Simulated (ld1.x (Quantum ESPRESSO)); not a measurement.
# An all-electron radial function and its pseudo partner (Os (Z = 76))

Columns: radius, all-electron u(r) and pseudo u(r) of the 5d shell (level -6.25 eV) of osmium in the configuration [Kr] 4d10 4f14 5s2 5p6 5d6 6s2 6p0; PBE, scalar-relativistic, PAW scheme, ld1.x (Quantum ESPRESSO) 7.5.

```csv
r (bohr),all-electron,pseudo
0.100,0.2417,0.0012
0.200,0.0136,0.0094
0.300,-0.3023,0.0305
0.400,-0.3601,0.0686
0.500,-0.2209,0.1254
0.600,-0.0030,0.1998
0.700,0.2189,0.2881
0.800,0.4104,0.3847
0.900,0.5605,0.4827
1.000,0.6691,0.5749
1.100,0.7413,0.6547
1.200,0.7835,0.7172
1.300,0.8023,0.7593
1.400,0.8033,0.7806
1.500,0.7916,0.7829
1.600,0.7707,0.7694
1.700,0.7436,0.7448
1.800,0.7126,0.7136
1.900,0.6794,0.6796
2.000,0.6450,0.6450
2.100,0.6104,0.6104
2.200,0.5762,0.5762
2.300,0.5428,0.5428
2.400,0.5105,0.5105
2.500,0.4795,0.4795
2.600,0.4498,0.4498
```

Question: How many radial nodes do the two functions have?

Answer: The all-electron 5d function has n − l − 1 = 2; the pseudo-wave has 0, since the states of the same l below it are removed with the core.

Question: At about which radius was the pseudo-wave matched?

Answer: 2.00 bohr, where the columns begin to agree (steps of 0.10 bohr).

Question: Is the pseudo-wave norm-conserving?

Answer: No, it belongs to a PAW set: the norm inside the radius is not constrained, and the difference is carried by the augmentation charge.
